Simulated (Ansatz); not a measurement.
Ansatz (a program for electronic structure) input (B97M-V/def2-TZVPD):

Ansatz 0.2 input:
```yaml
crystal:
  periodic: [false, false, false]
  atoms:
    - {symbol: Y, position_ang: [-0.00000000, -0.00000000, -0.30669767]}
    - {symbol: O, position_ang: [0.00000000, 0.00000000, 1.49515112]}
basis:
  gaussian:
    orbitals: def2-TZVPD
hamiltonian:
  xc: {name: B97M-V}
magnetization: {spin_polarized: true, initial_magnetization: 1}
output: {forces: true}
```

Output:

```
Functional definition: B97M-V
integrals: 0.04 GiB planned
520 factors; their error is unknown
mean field: 0.37 GiB planned
mean field evaluation 1: about -3075.4782 eV, gradient 6.1e1 eV
mean field evaluation 2: about -2834.3698 eV, gradient 1.5e2 eV
mean field evaluation 4: about -3089.0044 eV, gradient 1.6e1 eV
mean field evaluation 8: about -3090.3279 eV, gradient 3.1e-2 eV
mean field evaluation 16: about -3090.3273 eV, gradient 4.8e-5 eV
mean field -3090.32731310 eV, -113.5674340572 hartree, gradient 4.2e-5 eV, S^2 0.754413; 0 other end points of the search recorded, 0 dependent functions left out
the calculation of the forces begins
reference -3090.32736724 eV, -113.5674360471 hartree; 10, 9 occupied and 70, 71 virtual orbitals, 520 factors
Total energy: -3090.32736724 eV, -113.5674360471 hartree
Atom 0 at    -0.000000    -0.000000    -0.306698 Å, force    -0.000000     0.000000     0.074033 eV/Å
Atom 1 at     0.000000     0.000000     1.495151 Å, force     0.000000     0.000000    -0.074033 eV/Å
Dipole moment:     0.000000     0.000000    -1.006593 e Å
```

The spin state was set by rule; other spins were not relaxed.
